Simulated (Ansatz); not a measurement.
C2H6Cl2Si, charge +1, doublet, geometry from GFN2-xTB (a state made from the parent by changing its charge; the spin is typed, not shown lowest); SC-NEVPT2/STO-3G, CASSCF(5,6) run with Ansatz (a program for electronic structure).

The Ansatz input:
Ansatz 0.2 input:
```yaml
crystal:
  periodic: [false, false, false]
  atoms:
    - {symbol: C, position_ang: [1.28031074, -1.62128130, -0.17886132]}
    - {symbol: Si, position_ang: [-0.01247346, -0.16449042, 0.02997893]}
    - {symbol: C, position_ang: [-1.49804459, -1.25002580, 0.70216661]}
    - {symbol: Cl, position_ang: [0.60220484, 1.11496077, 1.42924380]}
    - {symbol: Cl, position_ang: [-0.47080775, 0.61780343, -1.74504585]}
    - {symbol: H, position_ang: [0.90772969, -2.35465290, -0.88664364]}
    - {symbol: H, position_ang: [2.19606892, -1.17633424, -0.55810483]}
    - {symbol: H, position_ang: [1.47087415, -2.09373200, 0.77930478]}
    - {symbol: H, position_ang: [-2.32862589, -0.57172552, 0.87669455]}
    - {symbol: H, position_ang: [-1.78095522, -1.99537953, -0.03405057]}
    - {symbol: H, position_ang: [-1.21781076, -1.73445863, 1.63189785]}
basis:
  gaussian:
    orbitals: STO-3G
total_charge: 1
correlation: {method: sc_nevpt2, electrons: all, active_space: {window: {electrons: 5, orbitals: 6}}}
magnetization: {spin_polarized: false, initial_magnetization: 1}
```

Output, abridged:

```
Functional definition: HF
514 factors; integrals over basis functions are off by at most 3.7e-5 eV
mean field evaluation 1: about -34633.4863 eV, gradient 2.4e1 eV
mean field evaluation 2: about -34633.5802 eV, gradient 2.4e1 eV
mean field evaluation 4: about -34636.5132 eV, gradient 2.1e0 eV
mean field evaluation 8: about -34636.5620 eV, gradient 4.0e-4 eV
mean field evaluation 16: about -34634.8790 eV, gradient 1.2e-2 eV
mean field evaluation 32: about -34635.1377 eV, gradient 1.1e0 eV
mean field evaluation 64: about -34636.5513 eV, gradient 2.3e-1 eV
mean field -34636.56095770 eV, -1272.8701376911 hartree, gradient 5.3e-7 eV, S^2 0.750000; 8 other end points of the search recorded, 0 dependent functions left out
reference -34636.56095770 eV, -1272.8701376911 hartree; 33, 32 occupied and 10, 11 virtual orbitals, 514 factors
state -34637.72744269 eV, -1272.9130052240 hartree
state -34637.72744269 eV, -1272.9130052240 hartree; corrected -34641.34825358 eV, -1273.0460675699 hartree
state -34637.51403104 eV, -1272.9051624904 hartree
state -34637.51403104 eV, -1272.9051624904 hartree; corrected -34641.28877930 eV, -1273.0438819303 hartree
state -34637.72744269 eV, -1272.9130052240 hartree; corrected -34641.34825358 eV, -1273.0460675699 hartree
2 active orbitals were swapped for others, from the solution at -34637.51399320 eV, -1272.9051610997 hartree to that at -34637.72740988 eV, -1272.9130040183 hartree; typed "places" are swapped only where nearly empty or full, and so, without "given_window_search", are "orbital_numbers", "shells" and a window whose orbitals a file names under [Active]
Total energy: -34641.34825358 eV, -1273.0460675699 hartree
```
